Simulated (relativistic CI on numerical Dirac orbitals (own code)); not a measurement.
**Sc+ in a cubic cluster: L2,3 absorption with charge transfer**

Computed with a charge-transfer multiplet model of a cubic metal-ligand cluster with up to one ligand hole, Slater and spin-orbit integrals from Dirac-Coulomb-Breit ions, Slater integrals scaled by 0.7. The ground state mixes d2 with configurations of k ligand holes L, whose averages lie at kΔ + k(k − 1)U_dd/2; a core hole lowers each added d electron by U_cd. 300 K, Lorentzian 0.4 eV and Gaussian 0.3 eV FWHM.

Atomic integrals in eV (Slater integrals scaled, ζ unscaled), ground: F2dd 4.121, F4dd 2.525, zeta_d 0.005; with the core hole: F2dd 4.957, F4dd 3.051, zeta_d 0.011, zeta_core 3.011, F2cd 2.526, G1cd 1.713, G3cd 0.969.

Cluster parameters (eV): Δ = 7.4, U_dd = 4.8, U_cd = 5.9, 10Dq(ligand) = 0.8, V(eg) = 2.3, V(t2g) = -1.21, final-state hopping factor = 1.

```
           Case   n_d    d2   d3L     S
10Dq = -0.05 eV  2.22  0.78  0.22  1.00
 10Dq = 0.25 eV  2.22  0.78  0.22  1.00
 10Dq = 1.15 eV  2.21  0.79  0.21  1.00
```

Weights, n_d and S are thermal averages at 300 K. Photon energies count from the first peak over 30 % of the highest in each spectrum, which can be another peak from case to case. The parameters are a model scan and need not match a compound or its usual spin state. A negative ionic 10Dq is a model choice; hopping adds the covalent part of the field. Peaks in eV (height, largest 100):
- 10Dq = -0.05 eV: 0.0 (100), 4.8 (57)
- 10Dq = 0.25 eV: 0.0 (100), 4.7 (56)
- 10Dq = 1.15 eV: -2.6 (14), 0.0 (100), 1.9 (32), 3.7 (64), 4.4 (64)

For the case 10Dq = 0.25 eV, Δ = 7.4 eV is larger than U_dd = 4.8 eV, the Mott-Hubbard side of the Zaanen-Sawatzky-Allen scheme. With the core hole the configuration with one ligand hole lies at Δ + U_dd − U_cd = 6.3 eV above the one without, against Δ in the ground state. The added d electron screens the hole, so the order of the configurations is kept and charge-transfer satellites are weaker than in photoemission.

With at most 1 ligand hole the space is cut while the next configuration still counts, so covalency is underestimated, and a final configuration with one more ligand hole, which can lie low, is missing from the spectra.
